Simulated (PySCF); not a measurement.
Vertical excitations of a molecule C₂H₅BF₂O from TDA-PBE/def2-SVPD in PySCF, as energy in eV (oscillator strength): 5.66 (0.012), 6.33 (0.009), 6.80 (0.017), 6.93 (0.007), 7.36 (0.001), 7.52 (0.023), 7.79 (0.057), 7.95 (0.053), 8.00 (0.006), 8.50 (0.028). Lowest triplet (TDA): 5.46 eV. The structure is a stationary point at r2SCAN-D4/def2-SVP. The values are those of a single conformer.

Task: Which structure fits?
A) C[C@H](O)B(F)F
B) OB(CF)CF
C) OCB(F)CF
D) CCOB(F)F

Result: A, C[C@H](O)B(F)F
